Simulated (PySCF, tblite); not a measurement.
C₂H₁₃NSi₃.
Structure used (GFN2-xTB), in Å, numbered top down from 1:
```xyz
19
C2H13NSi3 angstrom
Si     2.951    0.101    0.236
N      1.397    0.671   -0.217
C      0.419   -0.132   -0.911
C     -1.004    0.298   -0.572
Si    -2.267   -0.843   -1.418
Si    -1.220    0.420    1.320
H      2.728   -1.104    1.035
H      3.531    1.202    1.001
H      3.843   -0.245   -0.886
H      1.292    1.650   -0.438
H      0.577   -1.169   -0.604
H      0.576   -0.091   -2.002
H     -1.149    1.306   -0.980
H     -3.618   -0.324   -1.203
H     -2.001   -0.886   -2.861
H     -2.159   -2.201   -0.880
H     -2.627    0.737    1.593
H     -0.398    1.485    1.896
H     -0.880   -0.866    1.928
```

The calculation used B3LYP/def2-SVPD in PySCF (dipole) on a GFN2-xTB geometry, gas phase.

Take the most abundant isotopes and a rigid rotor. The values belong to one conformer with, in the numbering `[SiH3:1][NH:2][CH2:3][CH:4]([SiH3:5])[SiH3:6]`, Si1–N2–C3–C4 151°, N2–C3–C4–Si5 -177°.

**Question.** Give the principal moments of inertia and the rotational constants in MHz.

**Answer.** Ia = 175.88, Ib = 585.80, Ic = 711.97 u·Å²; 505379 MHz·u·Å²/I gives A = 2873, B = 862.7, C = 709.8 MHz.

**Question.** Classify the top.

**Answer.** An asymmetric top. Ray's parameter κ = (2B − A − C)/(A − C) = -0.859; −1 is the prolate and +1 the oblate limit.

**Question.** What does the inertial defect say?

**Answer.** Not planar: Δ = Ic − Ia − Ib = -49.72 u·Å². For a rigid frame Δ = −2 Σ m c², so Σ m c² = 24.86 u·Å² lies off the ab plane: 14.84 from hydrogen and 10.02 from heavier atoms. The atom farthest from that plane is 1.65 Å away.

**Question.** Give the other two planar moments, Paa and Pbb, and the rms extents of the mass along the axes.

**Answer.** Paa = Σ m a² = (Ib + Ic − Ia)/2 = 560.94 and Pbb = Σ m b² = (Ia + Ic − Ib)/2 = 151.02 u·Å². With the mass M = 135.04 u, the rms extents √(P/M) along a, b and c are 2.04, 1.06, 0.43 Å.

**Question.** List the rotational levels J(Ka,Kc) to J = 2 (MHz).

**Answer.** Above 0(0,0):
J = 1: 1(0,1) 1573, 1(1,1) 3583, 1(1,0) 3736
J = 2: 2(0,2) 4709, 2(1,2) 6575, 2(1,1) 7034, 2(2,1) 13066, 2(2,0) 13074
Those of J = 1 are B + C, A + C and A + B.

**Question.** Which lines would a microwave search look for?

**Answer.** The dipole components are |μa| = 0.22 D, |μb| = 0.66 D, |μc| = 1.02 D. The squared components, which scale the intensities, stand as 0.05 : 0.42 : 1.00 (a : b : c). Some lines, for components of 0.1 D or more:

```
type  branch         J(Ka,Kc)   MHz  lower level (cm⁻¹)
   a       Q  2(1,1) ← 2(1,2)   459               0.219
   b       R  2(0,2) ← 1(1,1)  1126               0.120
   a       R  1(0,1) ← 0(0,0)  1573               0.000
   c       Q  2(1,2) ← 2(0,2)  1866               0.157
   c       Q  1(1,1) ← 1(0,1)  2011               0.052
   b       Q  1(1,0) ← 1(0,1)  2164               0.052
   b       Q  2(1,1) ← 2(0,2)  2325               0.157
   a       R  2(1,2) ← 1(1,1)  2992               0.120
   a       R  2(0,2) ← 1(0,1)  3137               0.052
   a       R  2(1,1) ← 1(1,0)  3298               0.125
   b       R  1(1,1) ← 0(0,0)  3583               0.000
   c       R  1(1,0) ← 0(0,0)  3736               0.000
   b       R  2(1,2) ← 1(0,1)  5003               0.052
   c       R  2(1,1) ← 1(0,1)  5462               0.052
   c       Q  2(2,1) ← 2(1,1)  6032               0.235
   b       Q  2(2,0) ← 2(1,1)  6040               0.235
   b       Q  2(2,1) ← 2(1,2)  6491               0.219
   b       R  2(2,1) ← 1(1,0)  9330               0.125
   c       R  2(2,0) ← 1(1,0)  9338               0.125
   c       R  2(2,1) ← 1(1,1)  9483               0.120
   b       R  2(2,0) ← 1(1,1)  9491               0.120
```

Its GFN2-xTB frequencies are all real (lowest 47 cm⁻¹). No vibrational averaging or centrifugal distortion is included, and the geometry carries the error of its method. A rigid rotor knows nothing of inversion at nitrogen or internal rotation, which can split or shift real lines. Quadrupole hyperfine structure (14N) is left out.
